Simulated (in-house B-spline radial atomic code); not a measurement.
K⁴⁺. Computed with a B-spline radial atomic code. Model: all-electron spherical atom, spin shells full or empty, radial basis limit, no spin-orbit coupling, Breit or QED, empty-state partial waves extrapolated as (l+1/2)^-4, RPA, G0W0 and static COHSEX of the highest shell as one setting changes (uncorrelated shells keep exact exchange).

Empty levels are discrete states of a finite basis, so the steps are uneven.

Given: element K; charge 4; filled core Ne; hamiltonian one-electron scalar X2C; mean-field start Hartree-Fock; highest l of empty states 9; nuclear rms radius 3.4349 fm; lowest nl shells left uncorrelated 3; highest mean-field shell 3p up; box radius 11.96 bohr.

Shell: 3s 1 1, 3p 3 0 (electrons up and down).

```csv
highest empty level kept (hartree),RPA correlation energy (hartree),G0W0 level (eV),G0W0 minus most complete (meV),COHSEX level (eV),linearised minus solved G0W0 (meV)
8.33,-0.16747,-82.023,236.5,-83.441,0
16.67,?,?,?,?,?
29.17,-0.18635,-82.212,47,-83.994,0
50,?,?,?,?,?
83.33,-0.19044,-82.254,4.6,-84.112,0
150,-0.1907,-82.257,1.9,-84.121,0
250,-0.1908,-82.258,0.8,-84.125,0
500,-0.19086,-82.259,0.2,-84.127,0
1000,-0.19087,-82.259,0.1,-84.127,0
2083.3,-0.19088,-82.259,0,-84.127,0
5000,-0.19088,-82.259,0,-84.127,0
16667,-0.19088,-82.259,0,-84.127,0
```

Question: What follows for highest empty level kept = 16.67?

Answer: RPA correlation energy -0.18056 hartree; G0W0 level -82.153 eV; G0W0 minus most complete 105.8 meV; COHSEX level -83.831 eV; linearised minus solved G0W0 0 meV.

Question: What follows for highest empty level kept = 50?

Answer: RPA correlation energy -0.18909 hartree; G0W0 level -82.24 eV; G0W0 minus most complete 18.7 meV; COHSEX level -84.075 eV; linearised minus solved G0W0 0 meV.
